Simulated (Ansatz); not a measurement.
Reaction (ligand exchange at a B–O bond): `OB(O)O` + `O[Si](Cl)(Cl)Cl` → `OB(O)O[Si](Cl)(Cl)Cl` + H₂O

Calculated with Ansatz (gas phase, PBE0-D4/def2-TZVP geometries, no zero-point term in ΔE). CCSD(T)/CBS is the MP2 limit (def2-TZVPP, def2-QZVPP) plus CCSD(T) − MP2 in def2-TZVPP, frozen cores. This one scheme is used for every species. DFT in def2-TZVPP. B3LYP here is the variant with VWN-RPA as its local correlation; programs differ in this. Each species was taken in one conformer, which may not be the lowest.

`OB(O)O`:

Z-matrix (Å, degrees):
```
B
O 1 1.366
O 1 1.366 2 120.0
O 1 1.366 2 120.0 3 180.0
H 2 0.960 1 112.2 3 -0.0
H 3 0.960 1 112.2 2 180.0
H 4 0.960 1 112.2 2 0.0
```

`O[Si](Cl)(Cl)Cl`:

Cartesian coordinates in Å:
```
O -0.137 0.356 -1.295
Si 0.178 -0.106 0.222
Cl -0.112 1.419 1.532
Cl -1.019 -1.646 0.787
Cl 2.110 -0.686 0.259
H -1.021 0.663 -1.504
```

`OB(O)O[Si](Cl)(Cl)Cl`:

Z-matrix (Å, degrees):
```
Si
Cl 1 2.024
O 1 1.614 2 106.9
Cl 1 2.024 2 109.2 3 120.2
Cl 1 2.024 2 109.2 3 -120.2
B 3 1.378 1 135.2 2 -180.0
O 6 1.360 3 120.0 1 179.9
O 6 1.356 3 119.1 1 -0.1
H 7 0.960 6 112.9 3 -0.0
H 8 0.960 6 112.9 3 180.0
```

H₂O:

Cartesian coordinates in Å:
```
O -0.047 0.323 -0.212
H -0.157 0.225 0.736
H 0.204 -0.549 -0.525
```

```json
{"level": "PBE-D4", "ΔE (kJ/mol)": "2.7", "difference from CCSD(T)/CBS": "5.7"}
{"level": "B3LYP-D4", "ΔE (kJ/mol)": "-2.7", "difference from CCSD(T)/CBS": "0.3"}
{"level": "B2PLYP", "ΔE (kJ/mol)": "4.3", "difference from CCSD(T)/CBS": "7.3"}
{"level": "PBE", "ΔE (kJ/mol)": "9.5", "difference from CCSD(T)/CBS": "12.5"}
{"level": "PBE0", "ΔE (kJ/mol)": "7.5", "difference from CCSD(T)/CBS": "10.5"}
{"level": "HF/def2-TZVPP", "ΔE (kJ/mol)": "3.5", "difference from CCSD(T)/CBS": "6.5"}
{"level": "MP2/def2-TZVPP", "ΔE (kJ/mol)": "-1.2", "difference from CCSD(T)/CBS": "1.8"}
{"level": "HF/def2-QZVPP", "ΔE (kJ/mol)": "2.5", "difference from CCSD(T)/CBS": "5.5"}
{"level": "SCS-MP2/def2-QZVPP", "ΔE (kJ/mol)": "-1.3", "difference from CCSD(T)/CBS": "1.7"}
{"level": "HF/CBS(def2)", "ΔE (kJ/mol)": "2.4", "difference from CCSD(T)/CBS": "5.4"}
{"level": "CCSD(T)/CBS", "ΔE (kJ/mol)": "-3.0", "difference from CCSD(T)/CBS": "0"}
```

Largest T1 diagnostic among the species: 0.012.

In def2-TZVPP, CCSD(T) changes the Hartree–Fock value by −4.8 kJ/mol (the triples alone add −0.8 kJ/mol) and MP2 by −4.7 kJ/mol. The D4 term adds −10.5 kJ/mol with B3LYP and −6.5 kJ/mol with PBE0; it sums over pairs of atoms, weighted by their polarisabilities, and B3LYP, whose exchange is more repulsive, gets the larger term.
